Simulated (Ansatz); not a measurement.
```yaml
crystal:
  periodic: [false, false, false]
  atoms:
    - {symbol: Br, position_ang: [-1.690655, -2.068972, 1.065791]}
    - {symbol: Si, position_ang: [-0.916767, -0.045424, 0.397735]}
    - {symbol: N, position_ang: [0.887471, 0.022547, 0.367988]}
    - {symbol: Al, position_ang: [0.407313, 0.409347, -1.236370]}
    - {symbol: H, position_ang: [-1.538891, 0.926528, 1.382298]}
    - {symbol: H, position_ang: [1.556221, 0.043202, 1.028626]}
    - {symbol: H, position_ang: [1.353249, 0.613038, -2.744649]}
basis:
  gaussian: {orbitals: def2-mTZVP}
hamiltonian: {xc: {name: wB97X-V}}
accuracy: high
output: {forces: true}
```

```sh
$ ansatz run in.yaml --threads 2 --pin off --events-out ev --progress --plain --max-ram 4352MiB
```

Output, abridged:

```
Functional definition: wB97X-V
2005 factors; integrals over basis functions are off by at most 1.4e-8 eV
411 factors; integrals over basis functions are off by at most 2.2e-9 eV
mean field evaluation 1: about -86044.1751 eV, gradient 6.1e1 eV
mean field evaluation 2: about -86038.9341 eV, gradient 7.5e1 eV
mean field evaluation 4: about -86051.4341 eV, gradient 1.4e0 eV
mean field evaluation 8: about -86051.5470 eV, gradient 1.3e-1 eV
mean field evaluation 16: about -86051.5472 eV, gradient 3.2e-4 eV
mean field -86051.54720959 eV, -3162.3360321190 hartree, gradient 7.5e-8 eV, S^2 0.000000; 0 other end points of the search recorded, 0 dependent functions left out
reference -86051.54720941 eV, -3162.3360321122 hartree; 36, 36 occupied and 72, 72 virtual orbitals, 2005 factors
Total energy: -86051.54720941 eV, -3162.3360321122 hartree
Atom 0 at    -1.690655    -2.068972     1.065791 Å, force     0.001949     0.292105    -0.182779 eV/Å
Atom 1 at    -0.916767    -0.045424     0.397735 Å, force    -0.387349    -0.328056     2.642810 eV/Å
Atom 2 at     0.887471     0.022547     0.367988 Å, force    -3.790544     0.145893    -2.038984 eV/Å
Atom 3 at     0.407313     0.409347    -1.236370 Å, force     2.549357     0.582502    -4.685661 eV/Å
Atom 4 at    -1.538891     0.926528     1.382298 Å, force     0.119822    -0.425939    -0.406407 eV/Å
Atom 5 at     1.556221     0.043202     1.028626 Å, force     2.755001    -0.157524     3.015603 eV/Å
Atom 6 at     1.353249     0.613038    -2.744649 Å, force    -1.248236    -0.108981     1.655418 eV/Å
Dipole moment:     0.215656     0.475639    -0.191562 e Å
```

Hardware: 2 threads of an Intel Xeon 6975P-C on a shared host. Wall time 24 s, peak host memory 0.7 GiB.
